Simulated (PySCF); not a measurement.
**Electronic structure of Sb²⁺ (antimony, charge +2) at the UHF level**

Configuration: [Kr] 4d10 5s2 5d1, 2D determinant (an excited configuration). All numbers are calculated (PySCF 2.14, scalar relativity through the core potential, in aug-cc-pVQZ-PP with one added diffuse shell each of s, p, d, f, g type with ECP28MDF (8s8p6d4f3g, 117 functions)).

- Total energy: -237.960270 hartree
- One-electron energy: -401.8197 hartree
- Hartree (Coulomb) energy: 181.6624 hartree
- Exchange energy: -17.8030 hartree
- ⟨S²⟩: 0.7506
- ⟨L²⟩: 6.003
- Sum of ⟨r⟩: 25.13 bohr
- Sum of ⟨r²⟩: 45.32 bohr²
- Traceless quadrupole moment −½Σ⟨3z² − r²⟩ along its main axis: 4.76 e·bohr²

```csv
shell,electrons,mean orbital energy (hartree),spread (hartree),"rms radius, mean of both spins (bohr)"
4s α,1,-7.32228,0,0.848
4s β,1,-7.31954,0,0.848
4p α,3,-5.38775,0.00183,0.917
4p β,3,-5.38472,0.00603,0.917
4d α,5,-2.41450,0.00855,1.09
4d β,5,-2.41148,0.00770,1.09
5s α,1,-1.27489,0,2.22
5s β,1,-1.26233,0,2.22
5d α,1,-0.47447,0,4.12
```

Energies and moments cover only the electrons outside the core potential. The outer electron is Rydberg-like, and this basis confines it to a smaller radius and binds it less than a complete one would.
